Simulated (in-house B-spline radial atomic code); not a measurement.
TDHF excitations of neutral helium

Method: TDHF. Computed with an all-electron radial atomic-structure program (B-spline basis): linear response of the closed shell 1s2 with bare exchange (time-dependent Hartree-Fock); non-relativistic, point nucleus, no spin-orbit coupling, no double excitations, S, P, D and F terms only.

Command:
```bash
python run_td.py task.json out
```
Settings (radii: box in bohr, nucleus in fm):
```
Z                        2
electrons                2
configuration            1s2
hamiltonian              nr
method                   hf
box_radius               75
intervals                48
```

Time taken, with all properties: 0.1 s on 1 thread of Arm Neoverse N1 (shared host).

The lowest states, in the order of their Tamm-Dancoff energies; the method's threshold (minus the highest occupied level) is 24.979 eV. Labels give the largest channel, * marks a mixed state, and oscillator strengths are full-response dipole values. Measured ¹D terms are left out, since they can mix with doubly excited terms. Energies in eV:

| state | full response | Tamm-Dancoff | oscillator strength | measured (J-weighted term) |
| --- | --- | --- | --- | --- |
| 1s → 2s 3S | 19.690 | 19.810 | - | 19.820 |
| 1s → 2s 1S | 21.103 | 21.128 | - | - |
| 1s → 2p 3P | 21.216 | 21.234 | - | 20.964 |
| 1s → 2p 1P | 21.687 | 21.693 | 0.252 | 21.218 |
| 1s → 3s 3S | 23.022 | 23.042 | - | 22.718 |
| 1s → 3s 1S | 23.333 | 23.340 | - | 22.920 |
| 1s → 3p 3P | 23.361 | 23.366 | - | 23.007 |
| 1s → 3d 3D | 23.466 | 23.466 | - | 23.074 |
| 1s → 3d 1D | 23.468 | 23.468 | - | - |
| 1s → 3p 1P | 23.500 | 23.502 | 0.0704 | 23.087 |
| 1s → 4s 3S | 23.954 | 23.961 | - | - |
| 1s → 4s 1S | ? | ? | - | - |
| 1s → 4p 3P | 24.084 | 24.086 | - | - |
| 1s → 4d 3D | 24.128 | 24.128 | - | - |
| 1s → 4f 3F | 24.128 | 24.128 | - | - |
| 1s → 4f 1F | ? | ? | - | - |
| 1s → 4d 1D | 24.129 | 24.129 | - | - |
| 1s → 4p 1P | 24.142 | 24.143 | 0.0291 | 23.742 |

(1) Where does 1s → 4f 1F lie?

(2) Where does 1s → 4s 1S lie?

(3) How large is the singlet-triplet splitting of 1s → 2s (S terms) in Tamm-Dancoff?

(4) What polarisabilities and dispersion coefficient does the method give?

Answers

(1) At 24.128 eV in full response, 24.128 eV in Tamm-Dancoff.

(2) At 24.073 eV in full response, 24.076 eV in Tamm-Dancoff.

(3) 1.32 eV, from the unrounded values.

(4) Dipole 1.322 bohr³, quadrupole 2.326 bohr⁵, C6 1.376 hartree·bohr⁶ for two such species. Recommended dipole value: 1.38375 ± 2e-05 bohr³ (Schwerdtfeger and Nagle, table of static dipole polarizabilities (2023 update)), which includes relativity and correlation.
